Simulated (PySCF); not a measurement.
Identify the unknown among the candidates.

All candidates are C5H9OP.

| technique | computed result |
| --- | --- |
| UV, strongest line | among the 8 lowest singlet transitions: S4 at 6.92 eV (179 nm, f = 0.363) [TDDFT CAM-B3LYP/def2-SVPD] |
| 13C NMR | chemical shifts (computed TMS as zero) by class: 158.5 (1 C), 130.4 (1 C), 24.9 (1 C), 12.6 (2 C) ppm [GIAO PBE0/pcSseg-1] |
| Rotational structure | rotational constants A, B, C: 3.785, 1.604, 1.475 GHz [GFN2-xTB] |
| Polarisability | 83.8 au [CAM-B3LYP/def2-SVPD] |
| Dipole | 4.33 D [CAM-B3LYP/def2-SVPD] |
| Triplet | lowest triplet excitation (Tamm–Dancoff): 4.21 eV [TDA CAM-B3LYP/def2-SVPD] |

The electronic properties come from PySCF, for the isolated species, density fitting. Levels stand in brackets. Isolated species at its GFN2-xTB geometry (one conformer only). NMR values are class means; diastereotopic atoms form classes of their own.

**Question.** Which candidate is it?
A. `C[P@]1(=O)C=CCC1`
B. `CC#C[P@H](=O)CC`
C. `C/C=C\P1(=O)CC1`

**Answer.** C. It is `C/C=C\P1(=O)CC1`. Numbering: `[CH3:1]/[CH:2]=[CH:3]\[P:4]1(=[O:5])[CH2:6][CH2:7]1`. 5 carbons fall into 4 classes; from least to most shielded: alkene CH carbon [C2] (158.5 ppm), alkene CH carbon [C3] (130.4 ppm), allylic carbon [C1] (24.9 ppm), ring sp3 carbon bound to phosphorus [C6/C7] (12.6 ppm, 2 C, up to 4.6 ppm apart in this geometry). The optimised geometry has point group C1 and is an asymmetric top.

The others, at the same levels:
- `CC#C[P@H](=O)CC` fails: it has 5 carbon classes against 4; its computed 13C shifts are 108.9 (1 C), 81.2 (1 C), 29.9 (1 C), 6.7 (1 C), 5.4 (1 C) ppm, rotational constant A is 2.961 GHz (against 3.785 GHz) and smallest rotational constant is 0.963 GHz (against 1.475 GHz).
- `C[P@]1(=O)C=CCC1` fails: it has 5 carbon classes against 4; its computed 13C shifts are 153.8 (1 C), 138.4 (1 C), 32.3 (1 C), 31.0 (1 C), 20.2 (1 C) ppm, static isotropic polarisability is 79.9 au (against 83.8 au) and rotational constant A is 3.566 GHz (against 3.785 GHz).

Each candidate is one conformer, not necessarily the lowest. Dipoles, sizes and rotational constants follow the conformer. The torsions of the flexible species, by atom-mapped SMILES:
- `[CH3:1]/[CH:2]=[CH:3]\[P:4]1(=[O:5])[CH2:6][CH2:7]1`: C2–C3–P4–O5 -66°
- `[CH3:1][C:2]#[C:3][P@H:4](=[O:5])[CH2:6][CH3:7]`: C3–P4–C6–C7 -55°

The conformers of `C[P@]1(=O)C=CCC1` aren't listed.
